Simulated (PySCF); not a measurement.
Two species compared at the same levels of theory.

First species: AsH5Si.
SMILES: `[SiH3][AsH2]`

Second species: 2,5-dimethylthiophenol, C8H10S.
Numbering: `[CH3:1][c:2]1[cH:3][cH:4][c:5]([CH3:6])[c:7]([SH:8])[cH:9]1` (hydrogens: H10, H11, H12 on C1; H13 on C3; H14 on C4; H15, H16, H17 on C6; H18 on S8; H19 on C9)

Cartesian coordinates in Å at the PBE0-D3(BJ)/def2-SVP level; atoms count from 1:
```xyz
19
C8H10S angstrom
C      3.059    1.187    0.448
C      1.635    0.753    0.258
C      1.320   -0.537   -0.178
C     -0.006   -0.936   -0.319
C     -1.073   -0.080   -0.029
C     -2.490   -0.543   -0.162
C     -0.755    1.226    0.392
S     -1.997    2.406    0.861
C      0.578    1.626    0.526
H      3.404    0.966    1.472
H      3.176    2.269    0.291
H      3.735    0.665   -0.244
H      2.123   -1.241   -0.410
H     -0.227   -1.952   -0.658
H     -3.011   -0.037   -0.994
H     -3.064   -0.324    0.753
H     -2.536   -1.623   -0.356
H     -2.887    2.125   -0.115
H      0.790    2.652    0.839
```

Levels: B3LYP/def2-SVPD for dipole moment, HOMO energy, LUMO energy, HOMO–LUMO gap, static isotropic polarisability and electronic spatial extent ⟨r²⟩ about the centre of nuclear charge; TDDFT B3LYP/def2-SVPD for lowest singlet excitation; PBE0-D3(BJ)/def2-SVP for rotational constant A and rotational constant C. Geometries: PBE0-D3(BJ)/def2-SVP. Each structure is a single optimised conformer of the isolated species, non-relativistic unless stated; the electronic structure was computed with PySCF and density fitting.

The conformers computed, where there is a choice (atom-mapped SMILES and torsion angles):
- `[CH3:1][c:2]1[cH:3][cH:4][c:5]([CH3:6])[c:7]([SH:8])[cH:9]1`: H–S8–C7–C5 -41°

Values for the first species:

```
Dipole moment                                                     : 0.30 D
HOMO energy                                                       : -7.35 eV
LUMO energy                                                       : -0.28 eV
HOMO–LUMO gap                                                     : 7.07 eV
Lowest singlet excitation                                         : 6.21 eV
Static isotropic polarisability                                   : 65.2 au
Electronic spatial extent ⟨r²⟩ about the centre of nuclear charge : 367 bohr²
Rotational constant A                                             : 47.763 GHz
Rotational constant C                                             : 3.719 GHz
```

Problem. Estimate the same properties for the second species, and the change in each.

Solution. 
```json
{"property": "dipole moment", "first": "0.30 D", "second": "1.29 D", "second less first": "+0.99 D"}
{"property": "HOMO energy", "first": "-7.35 eV", "second": "-6.21 eV", "second less first": "+1.14 eV"}
{"property": "LUMO energy", "first": "-0.28 eV", "second": "-0.62 eV", "second less first": "-0.34 eV"}
{"property": "HOMO–LUMO gap", "first": "7.07 eV", "second": "5.59 eV", "second less first": "-1.48 eV"}
{"property": "lowest singlet excitation", "first": "6.21 eV", "second": "4.81 eV", "second less first": "-1.40 eV"}
{"property": "static isotropic polarisability", "first": "65.2 au", "second": "118.4 au", "second less first": "+53.2 au"}
{"property": "electronic spatial extent ⟨r²⟩ about the centre of nuclear charge", "first": "367 bohr²", "second": "1571 bohr²", "second less first": "+1204 bohr²"}
{"property": "rotational constant A", "first": "47.763 GHz", "second": "2.210 GHz", "second less first": "-45.553 GHz"}
{"property": "rotational constant C", "first": "3.719 GHz", "second": "0.730 GHz", "second less first": "-2.989 GHz"}
```

On the first: A dipole of 0.30 D is allowed in Cs, and pure rotational transitions are dipole-allowed. S1 lies 0.86 eV below the HOMO–LUMO gap; its leading configuration is HOMO→LUMO+1, weight 0.71. The calculation is non-relativistic and has no spin–orbit coupling, an omission that weighs most on arsenic.

On the second: S1 lies 0.78 eV below the HOMO–LUMO gap; its leading configuration is HOMO→LUMO+1, weight 0.63. The polarisability is 17.55 Å³ as a volume (1 au = 0.148185 Å³), or 1.60 au for each of the 74 electrons.
